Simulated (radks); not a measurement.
The numbers below are computed, except where a source is named.
Question: These are the eigenvalues of the occupied orbitals of an atom or ion with whole-number occupations (hartree). Level of theory: Dirac Kohn-Sham, PBEsol, spin-unpolarised, spherical densities, finite nucleus; Fermi nuclear charge, rms radius of each element as measured or else 0.836 A^(1/3) + 0.57 fm (a radial shooting solver on a logarithmic mesh with Libxc functionals).

1s1/2: -291.7806
2s1/2: -45.82292
2p1/2: -41.52985
2p3/2: -40.97918
3s1/2: -14.50796
3p1/2: -13.15937
3p3/2: -13.05603

Which element is it, and in what charge state? The configuration may be excited. Open shells, if any, fill j = l - 1/2 first.

Answer: Z = 27, cobalt, charge +12: Co12+ in [Ne] 3s2 3p3. The list shows which subshells hold electrons but not how many an open one holds; the 1s level, -291.78 hartree, gives Z - s = 24.2 by -(Z - s)^2/2, which with screening and relativity narrows Z to a few neighbours, and the depths of the outer levels then fix element, charge and occupations together.
